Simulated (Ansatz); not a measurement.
A nudged elastic band was laid between two geometries of CH6Sn + H3P (12 atoms, charge 0, multiplicity 1).

Level of theory: RKS BHLYP/def2-SVP in Ansatz 0.2.0.

```json
{
 "movable images": "7",
 "climbing image": "yes",
 "spring": "5.0 eV/Å²",
 "optimiser": "quadratic models (default)",
 "start path": "through a guess of the saddle point",
 "force threshold": "0.05 eV/Å",
 "iteration limit": "60",
 "end points": "relaxed"
}
```

Image 0:

```xyz
12
Properties=species:S:1:pos:R:3
Sn -0.349 -0.423 0.097
C -0.363 -0.347 2.248
H -0.146 -1.335 2.659
H 0.393 0.358 2.601
H -1.343 -0.023 2.606
H 1.167 -0.980 -0.463
H -0.635 1.134 -0.548
H -1.567 -1.483 -0.464
P 2.697 3.245 1.316
H 3.275 1.951 1.336
H 1.887 2.977 0.185
H 1.681 2.917 2.248
```

Image 8:

```xyz
12
Properties=species:S:1:pos:R:3
Sn 0.789 0.368 -0.774
C -0.611 0.223 3.447
H -1.528 0.289 2.860
H -0.171 -0.768 3.323
H -0.843 0.387 4.501
H 1.533 0.106 -2.290
H -0.809 0.914 -1.016
H 0.766 -1.094 0.104
P 2.012 2.097 0.606
H 3.281 1.490 0.426
H 2.181 2.998 -0.476
H 0.096 0.982 3.107
```

What changes between the two ends?

Bonds broken: Sn1–C2, P9–H12. Bonds formed: Sn1–P9, C2–H12. CH6Sn + H3P becomes CH4 + H5PSn.

What energy profile does the band end with?

The forces met the threshold. The highest image is number 4 of 0 to 8, 302.6 kJ/mol above the first end and 365.4 kJ/mol above the last; the last end lies 62.8 kJ/mol below the first. The profile has 2 maxima (images 1, 4) with wells between them (image 2): this band takes more than one step, which may be the mechanism or a detour left from its start path. Neighbouring images differ by up to 3.1 eV, so the band resolves the path poorly. A vibrational analysis at the climbing image gives one clearly imaginary mode, 1809i cm⁻¹: a first-order saddle point. The orbitals stay closed-shell, which can raise the energy where a bond breaks towards radicals; this wasn't checked here.

```json
{"image": "0", "path coordinate (Å)": "0.00", "energy (kJ/mol)": "0.0", "Sn1–C2 (Å)": "2.15", "P9–H12 (Å)": "1.42", "Sn1–P9 (Å)": "4.92"}
{"image": "1", "path coordinate (Å)": "1.68", "energy (kJ/mol)": "2.6", "Sn1–C2 (Å)": "2.16", "P9–H12 (Å)": "1.42", "Sn1–P9 (Å)": "4.76"}
{"image": "2", "path coordinate (Å)": "3.35", "energy (kJ/mol)": "0.0", "Sn1–C2 (Å)": "2.15", "P9–H12 (Å)": "1.42", "Sn1–P9 (Å)": "4.97"}
{"image": "3", "path coordinate (Å)": "5.03", "energy (kJ/mol)": "10.6", "Sn1–C2 (Å)": "2.16", "P9–H12 (Å)": "1.42", "Sn1–P9 (Å)": "4.01"}
{"image": "4", "path coordinate (Å)": "6.71", "energy (kJ/mol)": "302.6", "Sn1–C2 (Å)": "2.42", "P9–H12 (Å)": "1.94", "Sn1–P9 (Å)": "3.12"}
{"image": "5", "path coordinate (Å)": "8.25", "energy (kJ/mol)": "6.4", "Sn1–C2 (Å)": "3.24", "P9–H12 (Å)": "2.32", "Sn1–P9 (Å)": "2.59"}
{"image": "6", "path coordinate (Å)": "9.78", "energy (kJ/mol)": "-59.8", "Sn1–C2 (Å)": "4.11", "P9–H12 (Å)": "2.86", "Sn1–P9 (Å)": "2.53"}
{"image": "7", "path coordinate (Å)": "11.32", "energy (kJ/mol)": "-63.0", "Sn1–C2 (Å)": "4.89", "P9–H12 (Å)": "3.22", "Sn1–P9 (Å)": "2.53"}
{"image": "8", "path coordinate (Å)": "12.85", "energy (kJ/mol)": "-62.8", "Sn1–C2 (Å)": "4.45", "P9–H12 (Å)": "3.34", "Sn1–P9 (Å)": "2.53"}
```

What is the geometry of the highest image?


```xyz
12
Properties=species:S:1:pos:R:3
Sn 0.214 0.118 0.059
C -0.068 0.060 2.465
H -1.160 0.044 2.442
H 0.333 -0.948 2.595
H 0.245 0.665 3.323
H 1.737 -0.322 -0.536
H -0.726 1.332 -0.655
H -0.740 -1.328 0.094
P 1.773 2.519 1.308
H 2.960 1.840 0.929
H 1.489 2.990 0.000
H 0.640 1.020 1.796
```

Run time: 10 min on 2 threads of Arm Neoverse V1, with other jobs on the host, peak memory 0.26 GiB.
